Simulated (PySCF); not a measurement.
C2H4BNO2, SMILES CB(O)N=C=O. Atoms are numbered in the order given.

```xyz
10

B     -0.1038    -0.9557     0.0000
C      1.2068    -1.8280     0.0000
H      1.8223    -1.5799    -0.8802
H      1.8223    -1.5799     0.8802
H      1.0296    -2.9142     0.0000
N     -0.0044     0.4729     0.0000
C      0.0329     1.6653     0.0000
O      0.0852     2.8334     0.0000
O     -1.3601    -1.4652     0.0000
H     -1.3642    -2.4270     0.0000
```
Charge 0, spin multiplicity 1.

The structure is a stationary point at PBE0-D3(BJ)/def2-SVP. This is a generated structure with no PubChem entry under its InChIKey; it may be hypothetical. Other conformers were not sampled.

Two levels are set side by side: PBE/pcSseg-1 (PySCF) and B3LYP/pcSseg-1 (PySCF). GIAO shifts against BF3 (¹¹B), H2O (¹⁷O), NH3 (¹⁵N), TMS (¹H), TMS (¹³C) at the same level; non-relativistic, no solvent, atoms listed together averaged. Differences are taken from unrounded values.

```
quantity              PBE
------------------  -----
δ(¹¹B) of B1 (ppm)   16.7
δ(¹³C) of C2 (ppm)    6.8
δ(¹⁵N) of N6 (ppm)   75.1
δ(¹³C) of C7 (ppm)  121.6
δ(¹⁷O) of O8 (ppm)  155.7
δ(¹⁷O) of O9 (ppm)  192.4
δ(¹H) of H10 (ppm)   5.20
```

Task: These are the PBE values. What does B3LYP give? (The exact figures need the calculation; the answer reports its results.)

Result: 
```
quantity            B3LYP  PBE minus B3LYP
------------------  -----  ---------------
δ(¹¹B) of B1 (ppm)   18.5             -1.8
δ(¹³C) of C2 (ppm)    6.7              0.0
δ(¹⁵N) of N6 (ppm)   68.6              6.5
δ(¹³C) of C7 (ppm)  125.0             -3.4
δ(¹⁷O) of O8 (ppm)  149.2              6.5
δ(¹⁷O) of O9 (ppm)  180.1             12.3
δ(¹H) of H10 (ppm)   5.01             0.19
```

Rough cost on one machine, each run with all the roots and properties that it gave: B3LYP against PBE within a factor of 2.
